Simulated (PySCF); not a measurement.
## Static response to an electric field

Compound: (GeH3)2PPF2, F₂Ge₂H₆P₂.
Geometry (PBE0-D3(BJ)/def2-SVP, Å), atoms numbered from 1 in this order:
```xyz
12
F2Ge2H6P2 angstrom
F      2.7246   -1.3787    1.2494
P      1.1104   -1.3695    1.2579
F      0.8596   -2.8742    0.7151
P      0.7971   -0.3462   -0.7000
Ge    -1.4962   -0.7851   -0.6477
Ge     0.6817    1.7910    0.2321
H     -2.2219    0.4201   -1.2673
H     -1.9760   -0.9941    0.8036
H     -1.7560   -2.0553   -1.4680
H      0.0814    1.7574    1.6519
H     -0.2024    2.6435   -0.6916
H      2.1049    2.3671    0.2859
```

Level: CAM-B3LYP/def2-SVPD (PySCF), static field, nuclei fixed, core orbitals frozen in the response. The polarisability tensor in these axes (au):

```
x   119.98   3.80  12.75
y     3.80 128.53  -4.45
z    12.75  -4.45 108.53
```

Task: Give the principal values, the mean and the anisotropy Δα = √{½[(α1 − α2)² + (α2 − α3)² + (α1 − α3)²]}.

Result: Principal values 99.13, 127.91 and 130.00 au; mean 119.01 au = 17.64 Å³ = 19.62 × 10⁻⁴⁰ C²·m²/J; Δα = 29.88 au (25 % of the mean).

Task: What is the dipole moment, and where does it point?

Result: (-1.75, 1.88, -0.30) D, 2.59 D in size, pointing from the negative to the positive side. Measured along this direction, the outermost atoms are F1 at the negative end and H11 at the positive end.

Task: Give the eigenvalues of the traceless quadrupole moment Θ = ½Σq(3rr − r²1), origin at the centre of nuclear charge.

Result: -5.21, 1.02, 4.19 D·Å. The values depend on the origin, since the dipole doesn't vanish. The electronic extent ⟨r²⟩ about the same centre is 2051 bohr², a root-mean-square distance of 2.21 Å for the 118 electrons.

Task: Directions of the eigenvectors, and the extent of the frame along each?

Result: Largest value along (0.43, 0.90, 0.07), where the nuclei span 5.75 Å; middle along (0.73, -0.39, 0.57), 5.72 Å; least along (-0.54, 0.19, 0.82), 2.72 Å. 

Task: Sum over states: ᾱ = Σ f/ω², ω in Eh. What share falls to these 6 lowest TDDFT singlets (eV, f)? 4.94, 0.0098; 5.49, 0.1397; 6.04, 0.0116; 6.15, 0.0209; 6.22, 0.0135; 6.27, 0.1053.

Result: They add up to 6.62 au, 5.6 % of the 119.01 au; the largest single term is 3.44 au, from the state at 5.49 eV. Terms in order: 0.30, 3.44, 0.24, 0.41, 0.26, 1.98 au. Higher excitations give the rest. The strengths listed sum to 0.301.

Task: Orientational against electronic polarisability at 400 K (dilute gas, rigid molecules)?

Result: In Gaussian units μ²/3kT = 40.46 Å³ against 17.64 Å³, a ratio of 2.29; the Debye molar polarisation (4π/3)N_A(α + μ²/3kT) is 146.6 cm³/mol, leaving out the vibrational part.

Task: What would n − 1 = 2πNα be for an ideal gas of these molecules at 500 K and 1 atm, electronic part alone?

Result: N = p/kT = 1.4678 × 10¹⁹ cm⁻³, so n − 1 = 2π × N × 17.64 × 10⁻²⁴ cm³ = 1626 × 10⁻⁶ at long wavelengths, for an ideal gas.

Geometry: PBE0-D3(BJ)/def2-SVP, one conformer, isolated molecule. The calculation is non-relativistic, for germanium too.
